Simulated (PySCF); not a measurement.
C₆ coefficients of unlike pairs at PBE

Calculated with PySCF 2.14 from the dipole response of each species, C₆(A,B) = (3/π) ∫ α_A(iu) α_B(iu) du, in atomic units, from isotropic polarisabilities. For ions this is the dispersion term alone; charge-induced terms of lower order in 1/R come first.

```tsv
species	configuration	basis	relativity	α (bohr³)	C₆ (like pair)
B⁺	[He] 2s2 (1S)	dyall-acv3z (15s9p4d2f)	none	10.64	28.81
Ga²⁺	[Ar] 3d10 4s1 (2S)	def2-QZVPPD (12s7p5d4f1g)	none	9.901	30.50
Mo³⁺	[Kr] 4d3 (4F)	def2-QZVPPD with the def2 core potential (28 electrons) (7s5p4d3f2g)	core potential	5.913	26.35
Si³⁺	[Ne] 3s1 (2S)	aug-cc-pCVTZ-DK with one added diffuse shell each of s, p, d, f type (9s8p6d4f)	spin-free X2C	6.951	12.95
```

(1) Estimate C₆ for Mo³⁺ with Ga²⁺.

No spin-orbit coupling is included.

The other pairs:

| pair | C₆ |
| --- | --- |
| Ga²⁺, B⁺ | 29.08 |
| Si³⁺, B⁺ | 19.28 |
| Mo³⁺, B⁺ | 23.90 |
| Si³⁺, Mo³⁺ | 16.37 |
| Si³⁺, Ga²⁺ | 19.66 |

## Answers

(1) The integral gives 26.67. The combination rule 2 C_A C_B / (C_A α_B/α_A + C_B α_A/α_B) gives 25.78 and the geometric mean 28.35.
